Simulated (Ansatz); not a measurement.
H4HfO4, SMILES `[OH][Hf]([OH])([OH])[OH]` at its PBE0-D4/def2-TZVP geometry, where that method's forces vanish. The species carries charge 0 and has multiplicity 1. Hf takes the def2 core potential.

```xyz
9

O    -0.9570   -0.4861    1.6099
Hf    0.0000    0.0000    0.0000
O    -0.4799   -1.2193   -1.4236
O     1.9060   -0.1030    0.3168
O    -0.4692    1.8085   -0.5030
H    -1.4360   -0.3246    2.4153
H    -1.0244   -1.8582   -1.8703
H     2.7684   -0.5026    0.2885
H    -0.3079    2.6853   -0.8337
```

What forces (eV/Å) does PBE-D4/def2-TZVPP give on these atoms in Ansatz? (Estimate.)

The calculation gave: 
```
O1   0.102 -0.172 -0.165
Hf2  0.000  0.000  0.000
O3   0.216  0.144  0.000
O4  -0.147  0.201  0.073
O5  -0.170 -0.173  0.093
H6  -0.239  0.094  0.403
H7  -0.282 -0.320 -0.215
H8   0.428 -0.211 -0.020
H9   0.094  0.438 -0.168
```
